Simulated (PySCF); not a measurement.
The numbers are results of PySCF 2.14.0 with B3LYP-D3(BJ)/def2-TZVP // B3LYP-D3(BJ)/def2-SVP, not measurements. Gas-phase values, no solvent. One relaxed conformer stands for a flexible species; it need not be the lowest. B3LYP has the VWN-RPA correlation part, as in Gaussian. Excitations are Tamm–Dancoff values on a coarser integration grid. The basis has no diffuse functions, so Rydberg states are missing or too high.

Reference species (SMILES): `Bc1c(F)ccc2cccnc12` (neutral, multiplicity 1).

```yaml
S1 excitation (TDA): 3.61 eV
brightest of the four lowest singlets (TDA): 4.32 eV
HOMO–LUMO gap: 4.43 eV
S1 oscillator strength: 0.000
```

After one change: the S1 excitation (TDA) goes up by 0.27 eV; the brightest of the four lowest singlets (TDA) falls by 0.09 eV; the HOMO–LUMO gap falls by 0.11 eV; the S1 oscillator strength is nearly the same.

### Question
What was changed between the two runs? The new species is one of these.
A) `Bc1cc(F)c2ccccc2n1`
B) `Bc1cc(F)cc2cccnc12`
C) `Bc1ccc(F)c2ncccc12`
D) `Bc1c(F)cnc2ccccc12`

### Answer
C, `Bc1ccc(F)c2ncccc12`
